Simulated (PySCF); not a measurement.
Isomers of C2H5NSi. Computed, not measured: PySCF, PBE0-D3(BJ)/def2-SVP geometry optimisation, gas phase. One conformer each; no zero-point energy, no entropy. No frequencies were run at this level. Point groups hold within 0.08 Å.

Task: Order them by energy at this level, lowest first, and give relative energies in kcal/mol.
A. `N#CC[SiH3]`
B. `C[SiH2]C#N`
C. `[CH:1]#[C:2][SiH2:3][NH2:4]` with C2–Si3–N4–H -70° and 69°

Result: B (0.0), A (10.1), C (24.2).

As drawn, the lowest has a C≡N group, which the highest lacks; the highest has a C≡C bond and an N–H bond, which the lowest lacks.

| SMILES | E (Eh) | E rel (kcal/mol) | dipole (D) | point group | A, B, C (MHz) |
| --- | --- | --- | --- | --- | --- |
| C[SiH2]C#N | -422.98821 | 0.0 | 3.82 | Cs | 14380, 3313, 2831 |
| N#CC[SiH3] | -422.97214 | 10.1 | 3.82 | – | 18884, 2965, 2688 |
| C#C[SiH2]N | -422.94971 | 24.2 | 1.57 | Cs | 16873, 3199, 2823 |
